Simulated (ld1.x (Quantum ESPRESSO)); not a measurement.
**Before and after: TM potential for cadmium (Cd)**

Cd, norm-conserving Troullier–Martins (Kleinman–Bylander form), made with ld1.x (Quantum ESPRESSO) 7.5 (PBE, scalar-relativistic). Core [Kr], reference 4d10 5s2 5p0. Waves: 5s (bound): rc 2.25 bohr; 5p (bound, empty): rc 3.25 bohr; 4d (bound): rc 1.85 bohr. Local part: the d channel. Core correction: a·sin(br)/r model core inside 1.10 bohr.

Change: core correction a·sin(br)/r model core inside 1.76 bohr.

Cutoffs: the cutoffs (Ry, on a coarse ladder) from which the occupation-weighted sum of valence levels, in a spherical-Bessel basis at the reference potential, stays within 10 and 1 mRy of its value at 400 Ry; they do not see the model core or the augmentation charge, which bear on the density cutoff. Errors are all-electron minus pseudo energies relative to the spin-unpolarised reference configuration.

Task: How do hardness, ghosts and transferability respond?

Result: The potential gets neither clearly harder nor softer (60 Ry and 100 Ry → 60 Ry and 100 Ry); both files keep a bound ghost (p, s); of the 6 tests that both files solve, the error grows in 0 and shrinks in 5 by more than 15 % and 0.3 meV (median size 23.9 → 19.2 meV). A wider model core is smoother and lowers the density cutoff, which this test does not measure.

| quantity | base | changed |
| --- | --- | --- |
| cutoff, loose | 60 Ry | 60 Ry |
| cutoff, tight | 100 Ry | 100 Ry |
| bound ghosts | s, p | s, p |
| tests counted (converged, no solver errors) | 6 of 7 | 6 of 7 |
| error for 4d10 5s1 5p0, meV [ΔE 9.27 eV] | -7.0 | -5.7 |
| error for 4d10 5s0 5p0, meV [ΔE 26.40 eV] | -41 | -33 |
| error for 4d9 5s0 5p0, meV [ΔE 64.41 eV] | -87 | -66 |
| error for 4d10 5s1 5p1, meV [ΔE 4.67 eV] | -1.3 | -0.7 |
| error for 4d9 5s2 5p0, meV [ΔE 17.97 eV] | -81 | -70 |
| error for 4d10 5s1.5 5p0, meV [ΔE 3.71 eV] | -1.7 | -1.4 |
| s: phases at 3.57 bohr within 0.05 rad from the reference energy up to (Ry; the scan ends near 5) | 1.3 | 1.3 |
| p: phases at 3.57 bohr within 0.05 rad from the reference energy up to (Ry; the scan ends near 5) | 2.1 | 2.1 |
| d: phases at 3.57 bohr within 0.05 rad from the reference energy up to (Ry; the scan ends near 5) | 3.7 | 3.7 |

Base: Tests not counted: 4d9 5s2 5p1 (solver errors, printed error -2.3 eV). These tests converged, but a pseudo level misses the all-electron one widely, so the file describes the atom poorly there or has found another state: 4d9 5s2 5p0: empty 5p by 2.3 eV. Changed file: Tests not counted: 4d9 5s2 5p1 (solver errors, printed error -2.9 eV). These tests converged, but a pseudo level misses the all-electron one widely, so the file describes the atom poorly there or has found another state: 4d9 5s2 5p0: empty 5p by 2.3 eV. A true bound ghost makes a file unfit for plane-wave use even where its test errors are small: the radial tests pick states by their node count and pass the ghost by. Where a test does run into it, the solver fails or the error is huge.
